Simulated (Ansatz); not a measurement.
`N[SiH](O)Br` and `N[SiH](O)C=S` differ in one atom or group.

Ansatz, PBE0-D4/def2-TZVP geometries, multiplicity 1. Each molecule was computed in one conformer, which needn't be the lowest.

Scalar relativity is left out up to krypton. Spin–orbit coupling is left out; it splits and shifts lone-pair levels of the heavy atoms by tenths of an eV.

| property | `N[SiH](O)Br` |
| --- | --- |
| size of the dipole moment (PBE/def2-TZVPP) / D | 2.57 |
| LUMO energy (ωB97M-V/def2-TZVPP) / eV | 2.11 |
| HOMO–LUMO gap (PBE/def2-TZVPP) / eV | 6.33 |
| HOMO–LUMO gap (B3LYP/def2-TZVPP) / eV | 8.05 |
| HOMO energy (ωB97M-V/def2-TZVPP) / eV | -10.36 |
| LUMO energy (PBE0/def2-TZVPP) / eV | 0.67 |

(1) Give the same properties after the change, and the shifts. (Estimate.)

Answers

(1) Computed: 
```
                                      property  `N[SiH](O)C=S`  shift
size of the dipole moment (PBE/def2-TZVPP) / D            2.10  -0.47
         LUMO energy (ωB97M-V/def2-TZVPP) / eV           -0.45  -2.56
           HOMO–LUMO gap (PBE/def2-TZVPP) / eV            1.52  -4.81
         HOMO–LUMO gap (B3LYP/def2-TZVPP) / eV            3.26  -4.79
         HOMO energy (ωB97M-V/def2-TZVPP) / eV           -8.49   1.87
            LUMO energy (PBE0/def2-TZVPP) / eV           -2.64  -3.31
```

With PBE0 the HOMO rises by 1.69 eV and the LUMO falls by 3.31 eV, so the gap narrows by about 5.00 eV. PBE moves the HOMO by 1.44 eV and ωB97M-V by 1.87 eV. Dipoles are sizes alone; their direction can turn.

B3LYP here is the variant with VWN-RPA as its local correlation; programs differ in this.
